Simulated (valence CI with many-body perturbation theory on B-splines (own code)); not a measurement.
Bi⁷⁰⁺: what the settings do

Computed by configuration interaction combined with many-body perturbation theory (CI+MBPT): three valence electrons over a frozen Dirac-Fock core [Ne], radial functions for each j: 6 s, 6 p, 5 d, 3 f, 1 g, with the one-electron correlation potential Σ1, the two-electron term Σ2, the three-electron term Σ3, Breit, model QED; selected CI, second order for the rest, scaled by the run's own slope (own B-spline code, finite nucleus).

The last digits are not significant, and no measured levels were compared; by estimate large intervals hold to a few tenths of a per cent, small ones and those within an open d or f shell to about a per cent.

The reference run has the lowest level (3s^2 3p1/2) J=1/2 and an ionisation energy of 8947.79 eV. Its largest variational space holds 2740 state functions.

Levels are named by their leading jj configuration (3d3/2^4 stands for four electrons in 3d with j = 3/2), which in mixed levels can hold well under half, so a name can repeat and another be missing. Letters in brackets count levels of one name in rising energy.

Changed runs:
A. highest l with Σ1, explicit Σ2 and valence Breit (higher l get mean screening factors) 3 → 2
B. correlating orbitals by l 3 3 3 2 1 → 3 6 3 0 3; highest l with Σ1, explicit Σ2 and valence Breit (higher l get mean screening factors) 3 → 2
C. logarithmic knot step 0.27 → 0.2; Breit term on → off
D. start configuration 3s2 3p1 → 3s2 4p1 (bad on purpose)

Excitation energies of the reference run in cm⁻¹, and shifts in cm⁻¹:

| Level | Reference | A | B | C |
| --- | --- | --- | --- | --- |
| (3s 3p1/2^2) J=1/2 | 1636910 | +19 | +172 | -53203 |
| (3s^2 3p3/2) J=3/2 | 5102160 | -8.8 | -108 | +58852 |
| (3s 3p1/2 3p3/2) J=3/2 [a] | 6446410 | -41 | -536 | +7731 |
| (3s 3p1/2 3p3/2) J=5/2 | 6620150 | -16 | -64 | +16969 |
| (3s 3p1/2 3p3/2) J=3/2 [b] | 6801080 | +0.5 | +128 | +22365 |
| (3s 3p1/2 3p3/2) J=1/2 | 6906020 | +29 | +361 | +6752 |
| (3s^2 3d3/2) J=3/2 | 7301870 | +110 | +1911 | +56561 |
| (3s^2 3d5/2) J=5/2 | 8330040 | +98 | +1540 | +95179 |
| (3s 3p1/2 3d3/2) J=3/2 [a] | 8372090 | +21 | +162 | -8892 |
| (3p1/2^2 3p3/2) J=3/2 | 8497580 | +12 | +245 | -7244 |
| (3s 3p1/2 3d3/2) J=5/2 | 8583980 | +34 | +976 | +24337 |
| (3s 3p1/2 3d3/2) J=1/2 | 8837760 | +212 | +2294 | +13434 |
| Ionisation energy (eV) | 8947.79 | -0.0061 | -0.08 | +15.30 |

Run D: It gave no result: the start configuration must fill the lowest shells above the core. The program said: "4p is not the lowest shell of its kind above the core".
